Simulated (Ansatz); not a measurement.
Basis sets compared for SiEt2Me2 (C₆H₁₆Si). Total charge 0; singlet. Geometry B3LYP-D4/def2-SVP. Ansatz on 4 threads of Intel Xeon on a shared host; times are rough, and most runs start from earlier orbitals.

```xyz
23

Si    0.304   -0.281    0.096
C     0.277    0.411    1.862
C    -1.096    0.885    2.360
H     1.005    1.241    1.913
H     0.674   -0.371    2.537
H    -1.054    1.269    3.393
H    -1.499    1.696    1.729
H    -1.837    0.068    2.347
C    -0.282    1.058   -1.116
C    -0.210    0.668   -2.599
H     0.321    1.968   -0.934
H    -1.319    1.332   -0.848
H    -0.577    1.474   -3.258
H     0.823    0.441   -2.909
H    -0.817   -0.227   -2.814
C    -0.844   -1.780   -0.020
H    -0.556   -2.557    0.708
H    -0.810   -2.235   -1.024
H    -1.892   -1.501    0.184
C     2.068   -0.807   -0.335
H     2.756    0.055   -0.318
H     2.119   -1.258   -1.340
H     2.446   -1.552    0.385
```

B3LYP takes the VWN-RPA correlation.

Binding counts from free atoms (Si triplet, C triplet, H doublet) in the same basis, without a counterpoise term.

| level | functions | energy (Eh) | HOMO (eV) | LUMO (eV) | binding per atom (eV) | wall time |
| --- | --- | --- | --- | --- | --- | --- |
| HF/STO-3G | 55 | -519.4438 | -9.31 | 13.49 | 3.93 | 2.2 s |
| HF/6-31G | 99 | -525.3391 | -10.62 | 5.42 | 2.92 | 5.5 s |
| PBE-D4/def2-SVP | 182 | -527.0512 | -6.35 | 0.62 | 4.07 | 8.5 s |
| B3LYP-D4/6-31G | 99 | -527.7577 | -7.34 | 1.90 | 3.93 | 9.1 s |
| PBE0-D4/def2-SVP | 182 | -527.1399 | -7.66 | 1.44 | 4.05 | 12 s |

Question: Estimate the rows for PBE-D4/def2-TZVP, B3LYP-D4/def2-TZVP, PBE0-D4/def2-TZVP.

Answer: 
```
             level  functions  energy (Eh)  HOMO (eV)  LUMO (eV)  binding per atom (eV)  wall time
  PBE-D4/def2-TZVP        319    -527.4159      -6.41       0.09                   4.05       14 s
B3LYP-D4/def2-TZVP        319    -527.9676      -7.50       0.54                   4.00       23 s
 PBE0-D4/def2-TZVP        319    -527.4950      -7.68       0.86                   4.02       21 s
```
